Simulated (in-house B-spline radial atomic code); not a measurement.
Computed with a B-spline radial atomic code. Model: two electrons, singlet ground state, non-relativistic, full CI in B-splines with partial waves to l = 8 (at full coupling up to 3e-4 hartree above the limit, correlation up to 0.6 % small), density held at that of full coupling by Lieb maximisation.

Along the adiabatic connection the electron repulsion is scaled by a coupling λ while a local potential keeps the density fixed. At λ = 0 the system is the Kohn-Sham one and W equals the exchange energy; the exchange-correlation energy is the area under W between 0 and 1. The kinetic energy rises with λ as the electrons avoid each other, with dT/dλ = −λ dW/dλ.

Command:
```bash
python run_ac.py task.json out
```
Settings (lengths in bohr, energies in hartree):
```
potential              gauss
strength               1.55
lmax                   8
second                 8.94
```

Time taken, with all properties: 60 s on 1 thread of Intel(R) Xeon(R) Processor @ 2.30GHz (shared host).

**W = mean repulsion less Hartree energy, and W of three functionals.**

Given: confinement Gaussian well; well depth 1.55 hartree; well width 8.94 bohr; external potential -V exp(-r^2/w^2).

Computed: LDA exchange minus exact 42.06 millihartree; SCAN exchange minus exact 0.57291 millihartree.

```csv
coupling,W xc (hartree),W xc minus exchange (millihartree),kinetic minus Kohn-Sham (millihartree),LDA (PW92) W minus its exchange (millihartree),PBE W minus its exchange (millihartree),SCAN W minus its exchange (millihartree)
0,-0.29248,0,0,0,0,0
0.02,-0.29447,-1.995,0.02,-9.09,-3.26,-1.86
0.05,-0.29735,-4.869,0.12,-17.62,-7.57,-4.5
0.12,-0.30354,-11.063,0.64,-31.57,-16.06,-10.12
0.25,?,?,?,?,?,?
0.4,-0.32265,-30.173,5.43,-63.44,-39.48,-27.74
0.6,-0.33237,-39.894,10.25,-77.51,-50.99,-37.16
0.8,-0.33995,-47.473,15.52,-88.22,-60.08,-44.83
1,-0.34601,-53.532,20.95,-96.78,-67.52,-51.19
1.4,-0.35509,-62.616,31.74,-109.87,-79.13,-61.14
2,?,?,?,?,?,?
3,-0.37358,-81.101,70.04,-138.49,-105.26,-82.45
4.5,-0.3817,-89.223,99.93,-152.34,-118.18,-91.54
7,-0.3892,-96.722,142.08,-165.99,-131.02,-99.07
```

What belongs in the row 0.25?

W xc (hartree): -0.3134; W xc minus exchange (millihartree): -20.921; kinetic minus Kohn-Sham (millihartree): 2.45; LDA (PW92) W minus its exchange (millihartree): -49.13; PBE W minus its exchange (millihartree): -28.42; SCAN W minus its exchange (millihartree): -19.11.

What belongs in the row 2?

W xc (hartree): -0.36422; W xc minus exchange (millihartree): -71.745; kinetic minus Kohn-Sham (millihartree): 47.07; LDA (PW92) W minus its exchange (millihartree): -123.58; PBE W minus its exchange (millihartree): -91.54; SCAN W minus its exchange (millihartree): -71.58.

What is the PBE exchange minus exact?

12.376 millihartree.

**Energy parts, natural occupations and partial-wave weights.**

Computed: exchange energy -0.29248 hartree; correlation energy -0.032579 hartree; kinetic part of the DFT correlation energy 0.020953 hartree; initial slope twice GL2 -0.10134 hartree; kinetic part over minus potential part 0.39141; Kohn-Sham kinetic 0.20459 hartree; Lieb Oxford ratio E_xc over LDA exchange 1.2981.

```tsv
natural	occupation of the shell (electrons)
s	1.8846
p	?
s	0.0061782
d	0.0012738
p	0.00034309
f	0.00013703
```

What belongs in the row p?

occupation of the shell (electrons): 0.10725.

```tsv
wave	weight
s	0.94543
p	?
d	0.00066378
f	7.5458e-05
g	1.6091e-05
```

What belongs in the row p?

weight: 0.053805.

What is the total energy?

-2.2511 hartree.

What is the Hartree energy?

0.58495 hartree.

Half-way to full coupling W has made 65 % of its drop, against 50 % for a straight line, and second-order (GL2) theory, half the initial slope, overshoots the correlation energy by about 56 %: a marked bend. Over couplings 0 to 1 the errors in E_xc come to about +9.4 millihartree for LDA, +2.9 millihartree for PBE, +2.7 millihartree for SCAN. In LDA and PBE the errors of exchange and correlation have opposite signs, so the sum is smaller than the larger of the two.
